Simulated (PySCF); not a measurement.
The complex [CrBr4]+ (charge +1) contains Cr(V), shell d1. The structure is a model geometry with rigid ligands and bond lengths from ionic radii and bond length changed to 0.92 of its base value, not a minimum; coordination tetrahedral, point group Td, metal–donor distances 2.05 Å.

The d shell alone is too small an active space for [CrBr4]+ (an active orbital has only 0.54 squared overlap with the free ion's shell): its levels, fitted parameters, g values and moments show what this model gives and aren't sound predictions.

```
5

Cr    0.0000    0.0000    0.0000
Br    1.1845    1.1845    1.1845
Br   -1.1845   -1.1845    1.1845
Br   -1.1845    1.1845   -1.1845
Br    1.1845   -1.1845   -1.1845
```

Method (PySCF 2.14, density fitting): CASSCF(1,5) with orbitals averaged over all microstates of the shell, strongly contracted NEVPT2 on the averaged canonical orbitals; basis x2c-TZVPall on the metal, x2c-SVPall elsewhere; spin-free X2C; gas phase; spin-orbit coupling by state interaction with the mean-field operator over all roots.

What is the ground state?

2E (S = 1/2, orbital degeneracy 2), with 1.0 electrons in the lower (e-type) set and 0.0 in the upper (t2-type) set, by NEVPT2.

List the excited states of the same spin.

By NEVPT2: 2T2 at 14598 cm⁻¹ (685 nm). The strongest, at 14598 cm⁻¹, has f = 1.3e-02.

What ligand-field parameters describe the result?

At NEVPT2 level: orbital energies 0, 0, 14598, 14598, 14598 cm⁻¹; 10Dq = 14598 cm⁻¹; spin-orbit coupling on the heavy ligands mixes in, so no single ζ describes it.

What are the magnetic parameters?

The ground state is orbitally degenerate (an E term, whose orbital moment is quenched to first order), so no simple spin Hamiltonian is given. The lowest spin-orbit level is 4-fold; the next lies at 13856.5 cm⁻¹. μeff is 1.74 μB at 300 K and 1.72 μB at 10 K; the spin-only value is 1.73 μB.

The geometry is a model, and the complex may not exist in this form. Charge-transfer states lie outside this active space and may come lower than some of these levels. The ground state is orbitally degenerate in this regular structure, which would distort (Jahn–Teller), so its moment is that of the undistorted model. NEVPT2 lifts 2T2 from 12037 to 14598 cm⁻¹; on the d shell alone such lifts tend to overshoot. NEVPT2 on the d shell alone tends to put d–d bands too high for such charged or covalently bound ions.

The job took 24 s on one thread of Arm Neoverse V1 (shared host), with 176 basis functions and a peak of 0.53 GiB, launched as `OMP_NUM_THREADS=1 python lf_run.py task.json out`.
